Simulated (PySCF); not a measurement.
CH11NOSi3, SMILES N[SiH2]OC([SiH3])[SiH3]. Heavy atoms are numbered as in [NH2:1][SiH2:2][O:3][CH:4]([SiH3:5])[SiH3:6]. Hydrogens are named by the atom that carries them.

The structure is a stationary point at PBE0-D3(BJ)/def2-SVP. This is a generated structure with no PubChem entry under its InChIKey; it may be hypothetical. Other conformers were not sampled.

Computed with PBE/pcSseg-1 (PySCF).

GIAO shieldings, no solvent; atoms alike by connectivity are averaged. δ = σ(ref) − σ: ¹⁵N against NH3 (σ = 267.0 ppm); ²⁹Si against TMS (σ = 335.4 ppm); ¹⁷O against H2O (σ = 334.3 ppm); ¹³C against TMS (σ = 182.0 ppm); ¹H against TMS (σ = 31.49 ppm), references at their B3LYP-D3(BJ)/def2-TZVP geometries, non-relativistic.

Question: Estimate the chemical shifts. (The exact figures need the calculation; the answer reports its results.)

Answer: 
```csv
nucleus,atoms,count,δ (ppm)
¹⁵N,N1 (NH2),1,37.2
²⁹Si,Si2 (SiH2),1,-32.9
²⁹Si,Si5 (SiH3),2,-69.7
¹⁷O,O3,1,32.8
¹³C,C4 (CH),1,48.5
¹H,H on Si2,2,5.06
¹H,H on Si5,6,4.38
¹H,H on C4,1,4.04
¹H,H on N1,2,1.46
```
